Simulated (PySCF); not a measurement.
# Working out the ionisation energy of Ne²⁺

Ne²⁺ [He] 2s2 2p4 (3P) → Ne³⁺ [He] 2s2 2p3 (4S). Calculation: PySCF 2.14, in dyall-av3z; the spin-free X2C one-electron Hamiltonian (Gaussian nucleus). Frozen: 1s2; the 14 highest virtual orbitals dropped. Energies in hartree (1 hartree = 27.21139 eV):

```
             part  Ne²⁺ (lower)  Ne³⁺ (upper)
              UHF   -126.520070   -124.248629
MP2 opposite-spin     -0.116230     -0.076730
    MP2 same-spin     -0.036513     -0.030783
```

Task: What does Hartree-Fock give?

Result: (-124.248629) − (-126.520070) = 2.271441 hartree = 61.809 eV.

Task: What do MP2 and SCS-MP2 (6/5 opposite-spin, 1/3 same-spin) give?

Result: The opposite-spin parts differ by 1.075 eV and the same-spin parts by 0.156 eV. MP2: 61.809 + (1.075) + (0.156) = 63.040 eV. SCS-MP2: 61.809 + 1.2 × (1.075) + (0.156)/3 = 63.151 eV.

A first-order spin-orbit estimate adds 0.038 eV to MP2 (valence), giving 63.078 eV against 63.423 eV (measured; NIST Atomic Spectra Database, ionization energies).

What remains against the reference includes basis incompleteness, the frozen core and correlation beyond second order.
